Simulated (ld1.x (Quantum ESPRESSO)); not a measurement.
# Pseudopotential generation for tin (Sn): ultrasoft, PBE, scalar-relativistic.

ld1.x (Quantum ESPRESSO) 7.5 was run on this input:

```
&input
   title='Sn', zed=50., rel=1, dft='PBE', iswitch=3,
   config='[Kr] 4d10 5s2 5p2 5d-2',
   nld=3, rlderiv=3.10, eminld=-3.0, emaxld=5.0, deld=0.02
 /
 &inputp
   pseudotype=3, tm=.true., lloc=-2, rcloc=2.85,
   nlcc=.false.,
   which_augfun='PSQ', rmatch_augfun_nc=.true.,
   file_pseudopw='Sn.UPF', file_wfcaegen='ae.wfc', file_wfcncgen='nc.wfc', file_beta='beta', file_chi='chi', file_wfcusgen='us.wfc'
 /
5
5S  1  0   2.00   0.00  1.70  2.05  0.0
5S  1  0   0.00  -0.25  1.70  2.05  0.0
5P  2  1   2.00   0.00  2.55  2.85  0.0
5P  2  1   0.00   0.05  2.55  2.85  0.0
5D  3  2  -2.00   0.20  2.05  2.20  0.0
 &test
   configts(1)='5s2 5p2'
 /
```

Command:

```bash
ld1.x < Sn.in > Sn.out
```

The program printed (shortened: banner, matrices, multipoles, cross overlaps and the repeated all-electron block are left out):

```
Program LD1 v.7.5

     !!!!!!!!!!!!!!!!!!! WARNING !!!!!!!!!!!!!!!!!!!!!!!
     Message from routine ld1_readin:
     US requires at least two energies per channel 5D
     !!!!!!!!!!!!!!!!!!!!!!!!!!!!!!!!!!!!!!!!!!!!!!!!!!!
     --------------------------- All-electron run ----------------------------

     Sn
     scalar relativistic calculation

     atomic number is 50.00
     dft =PBE   lsd =0 sic =0 latt =0  beta=0.20 tr2=1.0E-14
     Exchange-correlation= PBE
                           (   1   4   3   4   0   0   0)
     mesh =1243 r(mesh) = 100.78374 a.u. xmin = -7.00 dx = 0.01250
     1 Ry =  13.60569312 eV, c = 137.03599908

     n l     nl                  e(Ry)          e(Ha)          e(eV)
     1 0     1S 1( 2.00)     -2132.5094     -1066.2547    -29014.2686
     2 0     2S 1( 2.00)      -321.9321      -160.9660     -4380.1088
     2 1     2P 1( 6.00)      -288.9932      -144.4966     -3931.9523
     3 0     3S 1( 2.00)       -62.1247       -31.0624      -845.2497
     3 1     3P 1( 6.00)       -51.3616       -25.6808      -698.8107
     4 0     4S 1( 2.00)        -9.8437        -4.9218      -133.9301
     4 1     4P 1( 6.00)        -6.5928        -3.2964       -89.7001
     3 2     3D 1(10.00)       -34.7961       -17.3980      -473.4246
     4 2     4D 1(10.00)        -1.8991        -0.9496       -25.8391
     5 0     5S 1( 2.00)        -0.7753        -0.3877       -10.5488
     5 1     5P 1( 2.00)        -0.2715        -0.1358        -3.6941

     final scf error:  8.2E-15 reached in  31 iterations

     Etot =  -12354.410875 Ry,   -6177.205437 Ha, -168090.323077 eV

     Ekin =   12899.149735 Ry,    6449.574868 Ha,  175501.872843 eV
     Encl =  -29875.374000 Ry,  -14937.687000 Ha, -406475.170578 eV
     Eh   =    4951.344976 Ry,    2475.672488 Ha,   67366.480290 eV
     Exc  =    -329.531586 Ry,    -164.765793 Ha,   -4483.505633 eV

     normalization and overlap integrals

     s(1S/1S) =  1.000000  <r> =   0.0291  <r2> =    0.0011  r(max) =   0.0188
     s(2S/2S) =  1.000000  <r> =   0.1255  <r2> =    0.0186  r(max) =   0.1054
     s(2P/2P) =  1.000000  <r> =   0.1096  <r2> =    0.0147  r(max) =   0.0853
     s(3S/3S) =  1.000000  <r> =   0.3393  <r2> =    0.1317  r(max) =   0.3090
     s(3P/3P) =  1.000000  <r> =   0.3377  <r2> =    0.1323  r(max) =   0.3013
     s(4S/4S) =  1.000000  <r> =   0.8186  <r2> =    0.7582  r(max) =   0.7412
     s(4P/4P) =  1.000000  <r> =   0.8859  <r2> =    0.8969  r(max) =   0.7890
     s(3D/3D) =  1.000000  <r> =   0.3146  <r2> =    0.1175  r(max) =   0.2498
     s(4D/4D) =  1.000000  <r> =   1.0991  <r2> =    1.4383  r(max) =   0.8829
     s(5S/5S) =  1.000000  <r> =   2.3966  <r2> =    6.5684  r(max) =   2.0147
     s(5P/5P) =  1.000000  <r> =   3.2510  <r2> =   12.4120  r(max) =   2.5548

     ------------------------ End of All-electron run ------------------------

     --------------------- Generating US pseudopotential ---------------------

      Generating local potential from pseudized AE potential:
      Matching radius rcloc =   2.8500
      Enforcing V''(0)=0 (lloc=-2)

      Local pseudo, rcloc= 2.823 Estimated cut-off energy=     3.93 Ry
      Wfc-us  5S rcutus= 2.040  Estimated cut-off energy=    10.73 Ry
      Wfc-us  5S rcutus= 2.040  Estimated cut-off energy=    11.50 Ry
      Wfc-us  5P rcutus= 2.823  Estimated cut-off energy=     9.55 Ry
      Wfc-us  5P rcutus= 2.823  Estimated cut-off energy=    10.22 Ry
      Wfc-us  5D rcutus= 2.199  Estimated cut-off energy=    20.50 Ry

     Q pseudized with Bessel functions
     Expected ecutrho=     101.7308 due to l1=  2   l2=  2

     ------------------- End of pseudopotential generation -------------------

     Computing logarithmic derivative in   3.10107
     Computing logarithmic derivative in   3.10107
     Computing the partial wave expansion
     R is outside the sphere for l=    0 j= 0.00
     R is outside the sphere for l=    0 j= 0.00
     R is outside the sphere for l=    1 j= 0.00
     R is outside the sphere for l=    1 j= 0.00
     R is outside the sphere for l=    2 j= 0.00

     ---------------------- Testing the pseudopotential ----------------------

     Sn
     scalar relativistic calculation

     atomic number is 50.00   valence charge is  4.00
     dft =PBE   lsd =0 sic =0 latt =0  beta=0.20 tr2=1.0E-14
     mesh =1243 r(mesh) = 100.78374 xmin = -7.00 dx = 0.01250

     n l     nl             e AE (Ry)        e PS (Ry)    De AE-PS (Ry)
     1 0     5S   1( 2.00)       -0.77532       -0.77533        0.00000
     2 1     5P   1( 2.00)       -0.27151       -0.27151        0.00000

     eps = 2.5E-15  iter =  3

     Etot =  -12354.410875 Ry,   -6177.205437 Ha, -168090.323077 eV
     Etotps =    -6.734494 Ry,      -3.367247 Ha,     -91.627463 eV

     Ekin =       2.205051 Ry,       1.102525 Ha,      30.001245 eV
     Encl =     -12.272262 Ry,      -6.136131 Ha,    -166.972631 eV
     Ehrt =       5.156650 Ry,       2.578325 Ha,      70.159801 eV
     Ecxc =      -1.789687 Ry,      -0.894843 Ha,     -24.349928 eV
     Epseu=      -0.034247 Ry,      -0.017123 Ha,      -0.465951 eV

     ---------------------- End of pseudopotential test ----------------------
```

Generation and configuration tests took about 1.8 s on one core of a shared server CPU.

Transferability test of the new file with ld1.x, input:

```
&input
   title='Sn', zed=50., rel=1, dft='PBE', iswitch=2,
   config='[Kr] 4d10 5s2 5p2 5d-2'
 /
 &test
   file_pseudo='Sn.UPF', nconf=8,
   configts(1)='5s2 5p2',
   configts(2)='5s2 5p1',
   configts(3)='5s2 5p0',
   configts(4)='5s1 5p0',
   configts(5)='5s1 5p3',
   configts(6)='5s2 5p2.3',
   configts(7)='5s0 5p4',
   configts(8)='5s1 5p2'
 /
```

```bash
ld1.x < Sn.test.in > Sn.test.out
```

Pseudopotential blocks of its output, shortened (energy terms left out):

```
     ---------------------- Testing the pseudopotential ----------------------

     n l     nl             e AE (Ry)        e PS (Ry)    De AE-PS (Ry)
     1 0     5S   1( 2.00)       -0.77532       -0.77533        0.00000
     2 1     5P   1( 2.00)       -0.27151       -0.27151        0.00000

     eps = 2.5E-15  iter =  3

     Etot =  -12354.410875 Ry,   -6177.205437 Ha, -168090.323077 eV
     Etotps =    -6.734494 Ry,      -3.367247 Ha,     -91.627463 eV

     ---------------------- End of pseudopotential test ----------------------

          ---------------------- Testing the pseudopotential ----------------------

     n l     nl             e AE (Ry)        e PS (Ry)    De AE-PS (Ry)
     1 0     5S   1( 2.00)       -1.30909       -1.31054        0.00145
     2 1     5P   1( 1.00)       -0.75374       -0.75414        0.00040

     eps = 5.1E-15  iter = 19

     Etot =  -12353.905608 Ry,   -6176.952804 Ha, -168083.448573 eV
     Etotps =    -6.228997 Ry,      -3.114499 Ha,     -84.749827 eV
     dEtot_ae =       0.505267 Ry
     dEtot_ps =       0.505497 Ry,   Delta E=      -0.000230 Ry

     ---------------------- End of pseudopotential test ----------------------

          ---------------------- Testing the pseudopotential ----------------------

     n l     nl             e AE (Ry)        e PS (Ry)    De AE-PS (Ry)
     1 0     5S   1( 2.00)       -1.91763       -1.91848        0.00085
     2 1     5P   1( 0.00)       -1.30765       -1.30430       -0.00335

     eps = 5.2E-15  iter = 12

     Etot =  -12352.880119 Ry,   -6176.440059 Ha, -168069.496083 eV
     Etotps =    -5.203976 Ry,      -2.601988 Ha,     -70.803694 eV
     dEtot_ae =       1.530756 Ry
     dEtot_ps =       1.530519 Ry,   Delta E=       0.000237 Ry

     ---------------------- End of pseudopotential test ----------------------

          ---------------------- Testing the pseudopotential ----------------------

     n l     nl             e AE (Ry)        e PS (Ry)    De AE-PS (Ry)
     1 0     5S   1( 1.00)       -2.64311       -2.62163       -0.02148  !
     2 1     5P   1( 0.00)       -1.96962       -1.94536       -0.02426  !

     eps = 1.8E-15  iter = 13

     Etot =  -12350.603760 Ry,   -6175.301880 Ha, -168038.524645 eV
     Etotps =    -2.933692 Ry,      -1.466846 Ha,     -39.914909 eV
     dEtot_ae =       3.807115 Ry
     dEtot_ps =       3.800803 Ry,   Delta E=       0.006312 Ry

     ---------------------- End of pseudopotential test ----------------------

          ---------------------- Testing the pseudopotential ----------------------

     n l     nl             e AE (Ry)        e PS (Ry)    De AE-PS (Ry)
     1 0     5S   1( 1.00)       -0.83895       -0.83761       -0.00134
     2 1     5P   1( 3.00)       -0.31727       -0.31745        0.00018

     eps = 3.8E-15  iter = 28

     Etot =  -12353.897991 Ry,   -6176.948995 Ha, -168083.344936 eV
     Etotps =    -6.222015 Ry,      -3.111007 Ha,     -84.654823 eV
     dEtot_ae =       0.512884 Ry
     dEtot_ps =       0.512480 Ry,   Delta E=       0.000404 Ry

     ---------------------- End of pseudopotential test ----------------------

          ---------------------- Testing the pseudopotential ----------------------

     n l     nl             e AE (Ry)        e PS (Ry)    De AE-PS (Ry)
     1 0     5S   1( 2.00)       -0.63645       -0.63630       -0.00015
     2 1     5P   1( 2.30)       -0.14657       -0.14658        0.00000

     eps = 7.0E-16  iter = 13

     Etot =  -12354.473285 Ry,   -6177.236643 Ha, -168091.172217 eV
     Etotps =    -6.796875 Ry,      -3.398437 Ha,     -92.476193 eV
     dEtot_ae =      -0.062411 Ry
     dEtot_ps =      -0.062381 Ry,   Delta E=      -0.000030 Ry

     ---------------------- End of pseudopotential test ----------------------

          ---------------------- Testing the pseudopotential ----------------------

     n l     nl             e AE (Ry)        e PS (Ry)    De AE-PS (Ry)
     1 0     5S   1( 0.00)       -0.89659       -0.86497       -0.03162  !
     2 1     5P   1( 4.00)       -0.35892       -0.35753       -0.00139

     eps = 4.3E-15  iter = 33

     Etot =  -12353.368240 Ry,   -6176.684120 Ha, -168076.137310 eV
     Etotps =    -5.701931 Ry,      -2.850966 Ha,     -77.578724 eV
     dEtot_ae =       1.042635 Ry
     dEtot_ps =       1.032563 Ry,   Delta E=       0.010071 Ry

     ---------------------- End of pseudopotential test ----------------------

          ---------------------- Testing the pseudopotential ----------------------

     n l     nl             e AE (Ry)        e PS (Ry)    De AE-PS (Ry)
     1 0     5S   1( 1.00)       -1.37450       -1.37377       -0.00073
     2 1     5P   1( 2.00)       -0.80556       -0.80664        0.00108

     eps = 9.5E-15  iter = 13

     Etot =  -12353.343403 Ry,   -6176.671702 Ha, -168075.799389 eV
     Etotps =    -5.666737 Ry,      -2.833369 Ha,     -77.099891 eV
     dEtot_ae =       1.067471 Ry
     dEtot_ps =       1.067757 Ry,   Delta E=      -0.000285 Ry

     ---------------------- End of pseudopotential test ----------------------
```
